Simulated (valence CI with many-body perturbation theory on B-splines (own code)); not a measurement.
The numbers below are computed, except where a source is named.
**Energy levels of W60+**

Method: relativistic CI+MBPT: four valence electrons over a frozen Dirac-Fock core [Ne], radial functions for each j: 9 s, 9 p, 8 d, 6 f, 3 g, 1 h, with the one-electron correlation potential Σ1 (screened to all orders), the two-electron term Σ2, the three-electron term Σ3, Breit, model QED; selected single and double excitations, second order for the rest, scaled by the run's own slope (own B-spline code, finite nucleus).

No measured spectrum was set against this ion. As an estimate, large intervals hold to a few tenths of a per cent, small ones and those within an open d or f shell to about a per cent.

Levels 1 to 37 of 37, with energies above the lowest level, (3s^2 3p1/2^2) J=0. "Leading %" is the weight of the configuration and term that name the level; weights of strongly mixed levels are sums over their largest components and can fall short, so below about 35 % the name and the second component can differ from the true leading terms, or belong to a minority configuration. In the jj column 3d3/2^4 stands for four electrons in 3d with j = 3/2.

| No. | Configuration | Term | J | E (Ry) | Leading % | Second component | g | Leading jj |
| --- | --- | --- | --- | --- | --- | --- | --- | --- |
| 1 | 3s2 3p2 | 3P | 0 | 0.000 | 69 | 31 % 3s2 3p2 1S |  | 3s^2 3p1/2^2 (100 %) |
| 2 | 3s2 3p2 | 3P | 1 | 25.564 | 99 |  | 1.489 | 3s^2 3p1/2 3p3/2 (99 %) |
| 3 | 3s2 3p2 | 1D | 2 | 26.249 | 64 | 35 % 3s2 3p2 3P | 1.162 | 3s^2 3p1/2 3p3/2 (99 %) |
| 4 | 3s 3p3 | 3P° | 2 | 37.961 | 46 | 27 % 3s 3p3 5S° | 1.523 | 3s 3p1/2^2 3p3/2 (97 %) |
| 5 | 3s 3p3 | 3D° | 1 | 39.994 | 28 | 24 % 3s 3p3 1P° | 1.045 | 3s 3p1/2^2 3p3/2 (82 %) |
| 6 | 3s2 3p 3d | 3F° | 2 | 41.748 | 74 | 20 % 3s2 3p 3d 1D° | 0.753 | 3s^2 3p1/2 3d3/2 (99 %) |
| 7 | 3s2 3p 3d | 3D° | 1 | 44.968 | 44 | 25 % 3s2 3p 3d 1P° | 0.879 | 3s^2 3p1/2 3d3/2 (82 %) |
| 8 | 3s2 3p 3d | 3P° | 2 | 49.151 | 45 | 34 % 3s2 3p 3d 3D° | 1.285 | 3s^2 3p1/2 3d5/2 (97 %) |
| 9 | 3s2 3p 3d | 3F° | 3 | 49.234 | 51 | 26 % 3s2 3p 3d 1F° | 1.104 | 3s^2 3p1/2 3d5/2 (98 %) |
| 10 | 3s2 3p2 | 3P | 2 | 52.332 | 64 | 35 % 3s2 3p2 1D | 1.311 | 3s^2 3p3/2^2 (98 %) |
| 11 | 3s2 3p2 | 1S | 0 | 53.834 | 68 | 31 % 3s2 3p2 3P |  | 3s^2 3p3/2^2 (98 %) |
| 12 | 3s 3p2 3d | 3D | 1 | 54.454 | 44 | 39 % 3s 3p2 3d 5F | 0.440 | 3s 3p1/2^2 3d3/2 (99 %) |
| 13 | 3s 3p2 3d | 3D | 2 | 54.996 | 30 | 18 % 3s 3p2 3d 5F | 1.127 | 3s 3p1/2^2 3d3/2 (97 %) |
| 14 | 3s 3p2 3d | 3D | 3 | 61.492 | 35 | 20 % 3s 3p2 3d 5D | 1.344 | 3s 3p1/2^2 3d5/2 (98 %) |
| 15 | 3s 3p2 3d | 3F | 2 | 62.518 | 28 | 22 % 3s 3p2 3d 1D | 1.025 | 3s 3p1/2^2 3d5/2 (97 %) |
| 16 | 3s 3p3 | 3D° | 2 | 62.896 | 50 | 45 % 3s 3p3 5S° | 1.526 | 3s 3p1/2 3p3/2^2 (95 %) |
| 17 | 3s 3p3 | 3D° | 3 | 64.253 | 94 |  | 1.311 | 3s 3p1/2 3p3/2^2 (94 %) |
| 18 | 3s 3p3 | 3P° | 0 | 65.104 | 86 | 13 % 3s2 3p 3d 3P° |  | 3s 3p1/2 3p3/2^2 (86 %) |
| 19 | 3s 3p3 | 1D° | 2 | 66.188 | 55 | 12 % 3s2 3p 3d 3D° | 1.082 | 3s 3p1/2 3p3/2^2 (72 %) |
| 20 | 3s 3p3 | 3P° | 1 | 66.194 | 34 | 20 % 3s 3p3 3D° | 1.269 | 3s 3p1/2 3p3/2^2 (82 %) |
| 21 | 3s 3p3 | 3S° | 1 | 67.034 | 32 | 27 % 3s 3p3 3P° | 1.341 | 3s 3p1/2 3p3/2^2 (97 %) |
| 22 | 3s2 3p 3d | 3F° | 3 | 70.048 | 45 | 37 % 3s2 3p 3d 1F° | 1.082 | 3s^2 3p3/2 3d3/2 (94 %) |
| 23 | 3s2 3p 3d | 3D° | 2 | 70.361 | 39 | 19 % 3s 3p3 1D° | 1.058 | 3s^2 3p3/2 3d3/2 (70 %) |
| 24 | 3s2 3p 3d | 3P° | 1 | 70.405 | 46 | 32 % 3s2 3p 3d 3D° | 1.117 | 3s^2 3p3/2 3d3/2 (83 %) |
| 25 | 3s2 3p 3d | 3P° | 0 | 70.490 | 86 | 13 % 3s 3p3 3P° |  | 3s^2 3p3/2 3d3/2 (86 %) |
| 26 | 3s2 3p 3d | 3F° | 4 | 74.245 | 99 |  | 1.238 | 3s^2 3p3/2 3d5/2 (99 %) |
| 27 | 3s2 3p 3d | 3P° | 2 | 74.960 | 44 | 41 % 3s2 3p 3d 1D° | 1.229 | 3s^2 3p3/2 3d5/2 (96 %) |
| 28 | 3s2 3p 3d | 3D° | 3 | 76.651 | 61 | 36 % 3s2 3p 3d 1F° | 1.199 | 3s^2 3p3/2 3d5/2 (95 %) |
| 29 | 3s2 3p 3d | 1P° | 1 | 77.399 | 63 | 24 % 3s2 3p 3d 3P° | 1.072 | 3s^2 3p3/2 3d5/2 (96 %) |
| 30 | 3s 3p2 3d | 5F | 2 | 77.875 | 23 | 21 % 3p4 3P | 1.171 | 3s 3p1/2 3p3/2 3d3/2 (66 %) |
| 31 | 3s 3p2 3d | 5D | 0 | 78.409 | 74 | 14 % 3s 3p2 3d 3P |  | 3s 3p1/2 3p3/2 3d3/2 (93 %) |
| 32 | 3s 3p2 3d | 5D | 1 | 78.610 | 51 | 22 % 3s 3p2 3d 5F | 1.134 | 3s 3p1/2 3p3/2 3d3/2 (99 %) |
| 33 | 3s 3p2 3d | 5F | 3 | 79.012 | 44 | 35 % 3s 3p2 3d 3F | 1.130 | 3s 3p1/2 3p3/2 3d3/2 (97 %) |
| 34 | 3p4 | 3P | 2 | 79.325 | 29 | 21 % 3s 3p2 3d 5F | 1.183 | 3s 3p1/2 3p3/2 3d3/2 (50 %) |
| 35 | 3p4 | 1S | 0 | 80.206 | 44 | 25 % 3p4 3P |  | 3p1/2^2 3p3/2^2 (69 %) |
| 36 | 3s 3p2 3d | 3G | 4 | 80.266 | 30 | 20 % 3s 3p2 3d 5F | 1.158 | 3s 3p1/2 3p3/2 3d3/2 (95 %) |
| 37 | 3s 3p2 3d | 3F | 2 | 81.291 | 57 | 9 % 3s 3p2 3d 3P | 0.909 | 3s 3p1/2 3p3/2 3d3/2 (87 %) |

The ionisation energy to 3s2 3p 2P°_1/2 of the next ion comes out as 6586.7 eV (NIST: 6596 ± 7 eV (semi-empirical)). All 37 levels together are meant to be complete up to 81.546 Ry.
